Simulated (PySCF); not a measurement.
# Electron affinity of Au by level of theory

Au⁻ [Xe] 4f14 5d10 6s2 (1S) → Au [Xe] 4f14 5d10 6s1 (2S), as a difference of total energies. Calculation: PySCF 2.14, in def2-QZVPPD with the def2 core potential (60 electrons); a scalar-relativistic core potential. Correlated levels: valence: 5s2 5p6 frozen. The calculations carry no spin-orbit coupling.

```json
{"method": "UHF", "electron affinity (eV)": "0.557", "error (eV)": "-1.752"}
{"method": "MP2 (valence)", "electron affinity (eV)": "2.131", "error (eV)": "-0.178"}
{"method": "SCS-MP2 (valence)", "electron affinity (eV)": "2.083", "error (eV)": "-0.226"}
{"method": "CCSD (valence)", "electron affinity (eV)": "1.927", "error (eV)": "-0.382"}
{"method": "CCSD(T) (valence)", "electron affinity (eV)": "2.092", "error (eV)": "-0.217"}
```

Reference: 2.309 eV (measured; photodetachment measurements, as compiled on the Wikipedia data page of electron affinities).

Errors of the correlated levels include the incompleteness of this basis and the frozen core.

The coupled-cluster amplitudes are large for Au⁻ (T1 above 0.03 or a double amplitude above 0.15), so a single reference is strained.
